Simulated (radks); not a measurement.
The numbers below are computed, except where a source is named.
Question: Numerical settings for neutral krypton, [Kr]. Code: a radial shooting solver on a logarithmic mesh with Libxc functionals. Model: Dirac Kohn-Sham, PBE, spin-unpolarised, spherical densities, finite nucleus; Fermi nuclear charge, rms radius 4.1884 fm. The defaults (mesh step 0.008 in ln r, mesh end at 40 bohr or more with all orbitals vanishing there, Anderson mixing 0.5 over 9 steps, residual threshold near 1e-9 with the energy settled to 1e-9 hartree or 1e-11 of itself, here a cap of 79 iterations) give E = -2790.4558 hartree and 4p3/2 at -9.041 eV in 14 iterations. Run on one thread of a shared host, so times are rough (Intel(R) Xeon(R) Platinum 8488C): 0.16 s of CPU time, 0.16 s wall, 14 iterations on 2381 mesh points. One setting is changed at a time: mesh step in ln r 0.2; mesh step in ln r 0.08; mesh step in ln r 0.003; mesh end (bohr) 400; mesh end (bohr) 5; residual threshold 1e-13; residual threshold 0.1; mixing 0.2; linear mixing, mixing 0.5; linear mixing, mixing 1; mixing history 3; iteration cap 5. Which runs fail to converge, and which converge to a wrong energy?

Answer: Not converged within the cap: mesh step in ln r 0.2; linear mixing, mixing 1; iteration cap 5. Settings that end as converged yet miss the energy by more than 1 mhartree: mesh end (bohr) 5 (+0.0379 hartree).
